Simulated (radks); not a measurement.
Values are calculated unless marked as measured or tabulated.
Task: The table gives one normalised radial function P(r) = r R(r) of Pd in [Kr] 4d10 (r in bohr). Code: a radial shooting solver on a logarithmic mesh with Libxc functionals. Model: scalar-relativistic Kohn-Sham, LDA (Slater exchange, VWN5 correlation), spin-unpolarised, spherical densities, finite nucleus; Fermi nuclear charge, rms radius 4.5318 fm.

r              P
0.002832   0.0110
0.003718   0.0178
0.004919   0.0293
0.006456   0.0472
0.008475   0.0756
0.01112    0.1197
0.0146     0.1863
0.01916    0.2831
0.02516    0.4166
0.03302    0.5862
0.04334    0.7757
0.05689    0.9400
0.07467    0.9975
0.0988     0.8309
0.1297     0.3627
0.1702    -0.3798
0.2234    -1.1850
0.2933    -1.7114
0.3849    -1.7094
0.5053    -1.2411
0.6632    -0.6421
0.8705    -0.2243
1.143     -0.0487
1.512     -0.0055
1.984     -0.0003
2.605     0.0000
3.419     0.0000
4.488     0.0000
5.89      0.0000

Which n and l does it have? It may be an empty orbital.

Result: n = 3, l = 1: the number of nodes gives n - l - 1 = 1, the rise at small r (about r^(l+1), flatter next to the nucleus through relativity) gives l, and the extent must fit the shell. The curve is that of 3p. 3p: eigenvalue -515.81 eV, 1 radial node at r = 0.149 bohr, <r> = 0.379 bohr, 90 % of the charge inside 0.571 bohr.
